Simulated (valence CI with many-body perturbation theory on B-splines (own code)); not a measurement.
E1 transitions of Sb XLIV

Level of theory: valence CI with perturbative core correlation (CI+MBPT): six valence electrons over a frozen Dirac-Fock core [He], radial functions for each j: 9 s, 9 p, 8 d, 6 f, 3 g, 1 h, with the one-electron correlation potential Σ1 (screened to all orders), the two-electron term Σ2, the three-electron term Σ3, Breit, model QED; selected single and double excitations, second order for the rest, scaled by the run's own slope (own B-spline code, finite nucleus).

The last digits are not significant, and no measured levels were compared; by estimate large intervals hold to a few tenths of a per cent, small ones and those within an open d or f shell to about a per cent. Among the levels kept, up to 2500 cm⁻¹ of a level comes from second order outside the variational space, and about a tenth of that is noise between levels of different J, which matters for small intervals.

Lines 201 to 244 of 244 in falling wavelength, among levels below 36008 × 10³ cm⁻¹, chosen from the strongest by gf and those to the six lowest levels. Wavelengths and rates use the calculated energies. Electric multipoles are in the length gauge with retardation, E1 and E2 with the static RPA response of the core. Weak lines are less certain than strong ones. Lines between different terms over intervals too small for the method are left out, as are lines whose strength nearly cancels. The highest levels of a list are the least certain.

Levels are named by their leading jj configuration (3d3/2^4 stands for four electrons in 3d with j = 3/2), which in mixed levels can hold well under half, so a name can repeat and another be missing. Letters in brackets count levels of one name in rising energy.

| λ vac (nm) | Upper | Lower | A (s⁻¹) | S (a.u.) with core polarisation | S without |
| --- | --- | --- | --- | --- | --- |
| 0.2980 | (2s^2 2p1/2 2p3/2^2 3d5/2) J=1 [a] | (2s^2 2p1/2 2p3/2^3) J=2 | 6.32e+12 | 2.48e-04 | 2.48e-04 |
| 0.2979 | (2s^2 2p1/2^2 2p3/2 3d3/2) J=3 | (2s^2 2p1/2^2 2p3/2^2) J=2 | 2.01e+11 | 1.84e-05 | 1.84e-05 |
| 0.2977 | (2s^2 2p1/2^2 2p3/2 3d3/2) J=1 | (2s^2 2p1/2^2 2p3/2^2) J=2 | 5.43e+13 | 2.12e-03 | 2.12e-03 |
| 0.2974 | (2s^2 2p1/2^2 2p3/2 3d5/2) J=1 | (2s^2 2p1/2^2 2p3/2^2) J=0 | 2.77e+14 | 1.08e-02 | 1.08e-02 |
| 0.2973 | (2s^2 2p1/2 2p3/2^2 3d3/2) J=1 [b] | (2s^2 2p1/2 2p3/2^3) J=2 | 5.00e+13 | 1.95e-03 | 1.95e-03 |
| 0.2970 | (2s^2 2p1/2 2p3/2^2 3d5/2) J=2 | (2s^2 2p1/2 2p3/2^3) J=2 | 3.17e+13 | 2.05e-03 | 2.05e-03 |
| 0.2969 | (2s^2 2p1/2 2p3/2^2 3d3/2) J=2 [b] | (2s^2 2p1/2 2p3/2^3) J=1 | 1.91e+13 | 1.23e-03 | 1.23e-03 |
| 0.2968 | (2s^2 2p1/2 2p3/2^2 3d5/2) J=1 [a] | (2s^2 2p1/2 2p3/2^3) J=1 | 4.73e+13 | 1.83e-03 | 1.83e-03 |
| 0.2966 | (2s^2 2p1/2 2p3/2^2 3s) J=2 [a] | (2s^2 2p1/2^2 2p3/2^2) J=2 | 5.96e+13 | 3.84e-03 | 3.84e-03 |
| 0.2966 | (2s^2 2p1/2 2p3/2^2 3d3/2) J=2 [c] | (2s^2 2p1/2 2p3/2^3) J=2 | 1.12e+13 | 7.24e-04 | 7.24e-04 |
| 0.2964 | (2s^2 2p1/2 2p3/2^2 3d5/2) J=1 [b] | (2s^2 2p1/2 2p3/2^3) J=2 | 1.67e+14 | 6.44e-03 | 6.44e-03 |
| 0.2962 | (2s 2p1/2^2 2p3/2^2 3p1/2) J=2 | (2s^2 2p1/2 2p3/2^3) J=2 | 4.71e+12 | 3.02e-04 | 3.02e-04 |
| 0.2962 | (2s^2 2p1/2 2p3/2^2 3d3/2) J=1 [b] | (2s^2 2p1/2 2p3/2^3) J=1 | 1.21e+14 | 4.67e-03 | 4.67e-03 |
| 0.2961 | (2s^2 2p1/2^2 2p3/2 3d5/2) J=2 | (2s^2 2p1/2^2 2p3/2^2) J=2 | 1.45e+14 | 9.32e-03 | 9.33e-03 |
| 0.2960 | (2s^2 2p1/2 2p3/2^2 3s) J=1 [a] | (2s^2 2p1/2^2 2p3/2^2) J=2 | 1.16e+13 | 4.46e-04 | 4.44e-04 |
| 0.2960 | (2s 2p1/2^2 2p3/2^2 3p1/2) J=3 | (2s^2 2p1/2 2p3/2^3) J=2 | 2.83e+13 | 2.53e-03 | 2.53e-03 |
| 0.2959 | (2s^2 2p1/2 2p3/2^2 3d5/2) J=2 | (2s^2 2p1/2 2p3/2^3) J=1 | 1.63e+14 | 1.04e-02 | 1.05e-02 |
| 0.2958 | (2s^2 2p1/2 2p3/2^2 3d5/2) J=0 | (2s^2 2p1/2 2p3/2^3) J=1 | 1.71e+14 | 2.19e-03 | 2.19e-03 |
| 0.2956 | (2s^2 2p1/2^2 2p3/2 3d5/2) J=3 | (2s^2 2p1/2^2 2p3/2^2) J=2 | 3.41e+14 | 3.05e-02 | 3.05e-02 |
| 0.2955 | (2s^2 2p1/2 2p3/2^2 3d3/2) J=2 [c] | (2s^2 2p1/2 2p3/2^3) J=1 | 1.59e+14 | 1.01e-02 | 1.01e-02 |
| 0.2954 | (2s^2 2p1/2 2p3/2^2 3s) J=1 [b] | (2s^2 2p1/2^2 2p3/2^2) J=0 | 1.20e+12 | 4.57e-05 | 4.52e-05 |
| 0.2952 | (2s^2 2p1/2 2p3/2^2 3d5/2) J=1 [b] | (2s^2 2p1/2 2p3/2^3) J=1 | 8.92e+13 | 3.40e-03 | 3.40e-03 |
| 0.2951 | (2s 2p1/2^2 2p3/2^2 3p1/2) J=2 | (2s^2 2p1/2 2p3/2^3) J=1 | 6.61e+12 | 4.19e-04 | 4.20e-04 |
| 0.2950 | (2s^2 2p1/2^2 2p3/2 3d5/2) J=1 | (2s^2 2p1/2^2 2p3/2^2) J=2 | 1.57e+13 | 5.95e-04 | 5.96e-04 |
| 0.2949 | (2s^2 2p1/2 2p3/2^2 3s) J=3 | (2s^2 2p1/2^2 2p3/2^2) J=2 | 9.64e+13 | 8.54e-03 | 8.55e-03 |
| 0.2948 | (2s^2 2p1/2 2p3/2^2 3s) J=2 [b] | (2s^2 2p1/2^2 2p3/2^2) J=2 | 6.25e+11 | 3.95e-05 | 3.91e-05 |
| 0.2929 | (2s^2 2p1/2 2p3/2^2 3s) J=1 [b] | (2s^2 2p1/2^2 2p3/2^2) J=2 | 8.91e+11 | 3.32e-05 | 3.32e-05 |
| 0.2836 | (2s^2 2p1/2 2p3/2^2 3d3/2) J=1 [a] | (2s^2 2p1/2^2 2p3/2^2) J=0 | 4.17e+12 | 1.41e-04 | 1.41e-04 |
| 0.2818 | (2s^2 2p1/2 2p3/2^2 3d5/2) J=1 [a] | (2s^2 2p1/2^2 2p3/2^2) J=0 | 1.27e+11 | 4.21e-06 | 4.22e-06 |
| 0.2814 | (2s^2 2p1/2 2p3/2^2 3d3/2) J=1 [a] | (2s^2 2p1/2^2 2p3/2^2) J=2 | 2.07e+13 | 6.84e-04 | 6.85e-04 |
| 0.2813 | (2s^2 2p1/2 2p3/2^2 3d3/2) J=2 [a] | (2s^2 2p1/2^2 2p3/2^2) J=2 | 3.59e+13 | 1.97e-03 | 1.97e-03 |
| 0.2812 | (2s^2 2p1/2 2p3/2^2 3d3/2) J=1 [b] | (2s^2 2p1/2^2 2p3/2^2) J=0 | 1.68e+13 | 5.53e-04 | 5.54e-04 |
| 0.2810 | (2s^2 2p1/2 2p3/2^2 3d3/2) J=3 [a] | (2s^2 2p1/2^2 2p3/2^2) J=2 | 7.74e+13 | 5.93e-03 | 5.94e-03 |
| 0.2803 | (2s^2 2p1/2 2p3/2^2 3d5/2) J=1 [b] | (2s^2 2p1/2^2 2p3/2^2) J=0 | 5.04e+13 | 1.64e-03 | 1.64e-03 |
| 0.2802 | (2s^2 2p1/2 2p3/2^2 3d5/2) J=3 | (2s^2 2p1/2^2 2p3/2^2) J=2 | 2.20e+12 | 1.67e-04 | 1.67e-04 |
| 0.2796 | (2s^2 2p1/2 2p3/2^2 3d3/2) J=2 [b] | (2s^2 2p1/2^2 2p3/2^2) J=2 | 2.80e+14 | 1.51e-02 | 1.51e-02 |
| 0.2796 | (2s^2 2p1/2 2p3/2^2 3d3/2) J=3 [b] | (2s^2 2p1/2^2 2p3/2^2) J=2 | 3.49e+14 | 2.63e-02 | 2.64e-02 |
| 0.2796 | (2s^2 2p1/2 2p3/2^2 3d5/2) J=1 [a] | (2s^2 2p1/2^2 2p3/2^2) J=2 | 1.30e+14 | 4.21e-03 | 4.21e-03 |
| 0.2790 | (2s^2 2p1/2 2p3/2^2 3d3/2) J=1 [b] | (2s^2 2p1/2^2 2p3/2^2) J=2 | 2.02e+14 | 6.50e-03 | 6.51e-03 |
| 0.2787 | (2s^2 2p1/2 2p3/2^2 3d5/2) J=2 | (2s^2 2p1/2^2 2p3/2^2) J=2 | 8.39e+13 | 4.48e-03 | 4.49e-03 |
| 0.2783 | (2s^2 2p1/2 2p3/2^2 3d3/2) J=2 [c] | (2s^2 2p1/2^2 2p3/2^2) J=2 | 1.17e+12 | 6.21e-05 | 6.21e-05 |
| 0.2781 | (2s^2 2p1/2 2p3/2^2 3d5/2) J=1 [b] | (2s^2 2p1/2^2 2p3/2^2) J=2 | 3.47e+13 | 1.11e-03 | 1.11e-03 |
| 0.2780 | (2s 2p1/2^2 2p3/2^2 3p1/2) J=2 | (2s^2 2p1/2^2 2p3/2^2) J=2 | 3.88e+11 | 2.06e-05 | 2.03e-05 |
| 0.2778 | (2s 2p1/2^2 2p3/2^2 3p1/2) J=3 | (2s^2 2p1/2^2 2p3/2^2) J=2 | 1.17e+13 | 8.68e-04 | 8.65e-04 |
